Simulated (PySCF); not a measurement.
# Shapes and spin states of RuFCl

Method: PBE0/[Ru def2-TZVP with ECP28, F def2-TZVP, Cl def2-TZVP], scalar-relativistic core potentials, density fitting, no spin–orbit coupling, PySCF.

Relaxations began from a few typed shapes and spin states; open shells are unrestricted. The search is not exhaustive: other isomers or separated fragments can lie lower, and high-lying points may rest on an excited occupation.

Q: Order these stationary points by electronic energy, lowest first, in kJ/mol from the lowest minimum.
A. quintet C∞v: Ru–Cl 2.224 Å, Ru–F 1.875 Å; Cl–Ru–F 180.0°
B. broken-symmetry Ms = 1 (⟨S²⟩ 2.89) C∞v: Ru–Cl 2.215 Å, Ru–F 1.859 Å; Cl–Ru–F 180.0°
C. singlet (closed shell, unstable to spin polarisation) Cs: Ru–Cl 2.193 Å, Ru–F 1.833 Å; Cl–Ru–F 140.2°

A: A (0.0), B (78.3), C (217.3).

Q: Which of them are minima?

A: By energy in kJ/mol, 0.0: minimum; 78.3: minimum; 217.3: minimum of the closed-shell surface only.

Formally Ru is in oxidation state +2, d6, with 4 unpaired electrons (the high-spin count). The Mulliken spin on Ru is 3.64. The polar-tensor charge on Ru, 1.32, is below the formal one.

For the lowest minimum: other spin states or occupations of the open shell can lie lower.

The electron or spin density has lower symmetry than the nuclear frame for the broken-symmetry Ms = 1 (⟨S²⟩ 2.89) C∞v at 78.3 kJ/mol.
